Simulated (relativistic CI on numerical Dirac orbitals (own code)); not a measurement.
**Calculated levels, Ar II**

These numbers are calculated, not measured: Dirac-Coulomb-Breit CI, separate exchange-only KLI orbitals for each configuration, QED by a radiative potential, valence Slater integrals scaled by 0.85, P86 correlation energy added to each configuration (own radial code, finite nucleus).

CI space (outside the closed core [Ne]): 3s²3p⁵, 3s3p⁶, 3s²3p⁴3d, 3s²3p⁴4s, 3s²3p⁴4p, 3s3p⁵3d, 3s²3p⁴5s, 3s²3p⁴4d, 3s²3p⁴5p, 3s²3p⁴4f, 3s²3p⁴6s, 3s²3p⁴5d, 3s²3p⁴6p, 3s²3p⁴5f, 3s²3p⁴5g, 3s²3p⁴6d, 3s²3p³4s4p, 3s²3p³3d4p, 3s3p⁵4s, 3s²3p³3d², 3s²3p²3d³, 3s²3p²3d²4s, 3s²3p²3d²4p, 3s3p³3d³, 3s²3p²3d²5s, 3s²3p³4s², 3s²3p²3d4s², 3s²3p²4s²4p, 3s3p³3d4s², 3s²3p²4s²5s, 3s²3p³3d4s, 3s²3p²3d4s4p, 3s3p³3d²4s, 3s²3p²3d4s5s, 3p⁵3d², 3p⁴3d³, 3p⁴3d²4s, 3p⁴3d²4p, 3p⁴3d²5s, 3s²3p³4p², 3s²3p²3d4p², 3s²3p²4s4p², 3s²3p²4p³, 3s3p³3d4p², 3s²3p²4p²5s. Double excitations out of closed p, d and f shells are left out; levels of such configurations are missing from the list, as are those of other unlisted configurations, and high levels can miss mixing partners. These lack a partner that the ground configuration has and come out too high: 3s²3p⁴4d, 3s²3p⁴5p, 3s²3p⁴4f, 3s²3p⁴6s, 3s²3p⁴5d.

The lowest level is 3s²3p⁵ ²P°3/2, with 97 % of that term; Hund's rules for 3s²3p⁵ give ²P° with J = 3/2, in agreement.

```
No.  Configuration  Term    J   E (eV)   %  Next component (%)      jj configuration (%)
  1         3s²3p⁵   ²P°  3/2   0.0000  97     2 3s²3p³3d² ²P°              3p3/2^3 (97)
  2         3s²3p⁵   ²P°  1/2   0.1756  97     2 3s²3p³3d² ²P°        3p1/2 3p3/2^4 (97)
  3          3s3p⁶    ²S  1/2  15.0212  57      40 3s²3p⁴3d ²S                   3s (57)
  4      3p⁴(3P)4s    ⁴P  5/2  17.1800  97    1 3s²3p²3d²4s ⁴P           3p3/2^2 4s (69)
  5      3p⁴(3P)4s    ⁴P  3/2  17.2851  95                2 ²P     3p1/2 3p3/2^3 4s (77)
  6      3p⁴(3P)4s    ⁴P  1/2  17.3504  97    1 3s²3p²3d²4s ⁴P     3p1/2 3p3/2^3 4s (38)
  7      3p⁴(3P)3d    ⁴D  7/2  17.3727  97       1 3s²3p⁴4d ⁴D  3p1/2 3p3/2^3 3d5/2 (47)
  8      3p⁴(3P)3d    ⁴D  5/2  17.3931  97       1 3s²3p⁴4d ⁴D        3p3/2^2 3d3/2 (31)
  9      3p⁴(3P)3d    ⁴D  3/2  17.4126  97       1 3s²3p⁴4d ⁴D        3p3/2^2 3d3/2 (37)
 10      3p⁴(3P)3d    ⁴D  1/2  17.4264  97       1 3s²3p⁴4d ⁴D  3p1/2 3p3/2^3 3d3/2 (75)
 11      3p⁴(3P)4s    ²P  3/2  17.6390  95                2 ⁴P           3p3/2^2 4s (50)
 12      3p⁴(3P)4s    ²P  1/2  17.7646  97    1 3s²3p²3d²4s ²P     3p1/2 3p3/2^3 4s (59)
 13      3p⁴(3P)3d    ⁴F  9/2  18.4843  98      1 3s²3p²3d³ ⁴F        3p3/2^2 3d5/2 (71)
 14      3p⁴(3P)3d    ⁴F  7/2  18.5522  98      1 3s²3p²3d³ ⁴F  3p1/2 3p3/2^3 3d5/2 (53)
 15      3p⁴(3P)3d    ⁴F  5/2  18.6015  98      1 3s²3p²3d³ ⁴F  3p1/2 3p3/2^3 3d3/2 (57)
 16      3p⁴(3P)3d    ⁴F  3/2  18.6348  98      1 3s²3p²3d³ ⁴F  3p1/2 3p3/2^3 3d3/2 (41)
 17      3p⁴(1D)4s    ²D  3/2  19.0719  90       8 3s²3p⁴3d ²D     3p1/2 3p3/2^3 4s (65)
 18      3p⁴(1D)4s    ²D  5/2  19.0777  92       5 3s²3p⁴3d ²D     3p1/2 3p3/2^3 4s (66)
 19      3p⁴(3P)3d    ²P  1/2  19.1593  95                3 ⁴P        3p3/2^2 3d5/2 (51)
 20      3p⁴(3P)3d    ²P  3/2  19.2631  63               34 ⁴P        3p3/2^2 3d3/2 (40)
 21      3p⁴(3P)3d    ⁴P  1/2  19.2767  96                3 ²P        3p3/2^2 3d3/2 (43)
 22      3p⁴(3P)3d    ⁴P  3/2  19.3264  64               34 ²P  3p1/2 3p3/2^3 3d5/2 (61)
 23      3p⁴(3P)3d    ⁴P  5/2  19.3544  98      1 3s²3p²3d³ ⁴P  3p1/2 3p3/2^3 3d5/2 (51)
 24      3p⁴(3P)3d    ²F  7/2  19.5440  96                2 ²G        3p3/2^2 3d5/2 (35)
 25      3p⁴(3P)3d    ²D  3/2  19.6527  90       7 3s²3p⁴4s ²D        3p3/2^2 3d3/2 (32)
 26      3p⁴(3P)3d    ²F  5/2  19.6600  84               13 ²D  3p1/2 3p3/2^3 3d5/2 (61)
 27      3p⁴(3P)4p   ⁴P°  5/2  19.6763  95               2 ⁴D°        3p3/2^2 4p3/2 (44)
 28      3p⁴(3P)4p   ⁴P°  3/2  19.7151  94               2 ⁴D°        3p3/2^2 4p1/2 (44)
 29      3p⁴(3P)4p   ⁴P°  1/2  19.7599  96   1 3s²3p²3d²4p ⁴P°  3p1/2 3p3/2^3 4p1/2 (49)
 30      3p⁴(3P)3d    ²D  5/2  19.7601  78               15 ²F  3p1/2 3p3/2^3 3d5/2 (33)
 31      3p⁴(3P)4p   ⁴D°  7/2  19.9443  98   1 3s²3p²3d²4p ⁴D°        3p3/2^2 4p3/2 (70)
 32      3p⁴(3P)4p   ⁴D°  5/2  19.9983  74              22 ²D°        3p3/2^2 4p1/2 (46)
 33      3p⁴(1D)3d    ²G  9/2  20.0271  98      1 3s²3p²3d³ ²G  3p1/2 3p3/2^3 3d5/2 (71)
 34      3p⁴(1D)3d    ²G  7/2  20.0351  96                2 ²F  3p1/2 3p3/2^3 3d3/2 (71)
 35      3p⁴(3P)4p   ⁴D°  3/2  20.0612  89               7 ²D°  3p1/2 3p3/2^3 4p1/2 (60)
 36      3p⁴(3P)4p   ⁴D°  1/2  20.0944  97   1 3s²3p²3d²4p ⁴D°        3p3/2^4 4p1/2 (33)
 37      3p⁴(3P)4p   ²D°  5/2  20.1241  76              21 ⁴D°  3p1/2 3p3/2^3 4p3/2 (65)
 38      3p⁴(3P)4p   ²D°  3/2  20.2062  77              13 ²P°  3p1/2 3p3/2^3 4p3/2 (51)
 39      3p⁴(3P)4p   ²P°  1/2  20.2609  72              24 ²S°        3p3/2^2 4p3/2 (61)
 40      3p⁴(3P)4p   ²P°  3/2  20.3236  81              15 ²D°  3p1/2 3p3/2^3 4p3/2 (32)
 41      3p⁴(3P)4p   ⁴S°  3/2  20.3974  95               2 ²P°  3p1/2 3p3/2^3 4p3/2 (35)
 42      3p⁴(3P)4p   ²S°  1/2  20.4277  74              24 ²P°  3p1/2 3p3/2^3 4p3/2 (48)
 43      3p⁴(1S)4s    ²S  1/2  21.2526  96    2 3s²3p²3d²4s ²S           3p3/2^2 4s (59)
 44      3p⁴(1D)3d    ²F  5/2  21.3339  97       1 3s²3p⁴4d ²F  3p1/2 3p3/2^3 3d3/2 (41)
 45      3p⁴(1D)3d    ²F  7/2  21.3595  98       1 3s²3p⁴4d ²F  3p1/2 3p3/2^3 3d5/2 (71)
```

Energies count from the lowest computed level; ° marks odd parity. Percentages are summed over parent terms; the parents shown are those of the largest component, closed shells are left out there. Filled j subshells are mostly left out of the jj labels.

The mean weight of the leading LS term, summed over parents, in these 45 levels is 90 %, and that of the leading jj configuration (from the same eigenvectors) 54 %, so LS coupling describes them better.

Correlation outside the listed configurations is missing or only estimated: errors of thousands of cm⁻¹ between configurations and terms are usual at this charge. Rates and lifetimes follow the computed energies and can be off by large factors. The fine structure of a lone outer electron comes out too small, for d and f at times inverted, and misplaced configurations move strength between like terms. 34 of the 34 excited levels that our extract of the measured tables holds in this range could be paired (the sources list more); they are missed by 5169 cm⁻¹ on average and 12432 at most, and levels without a partner can miss by more.
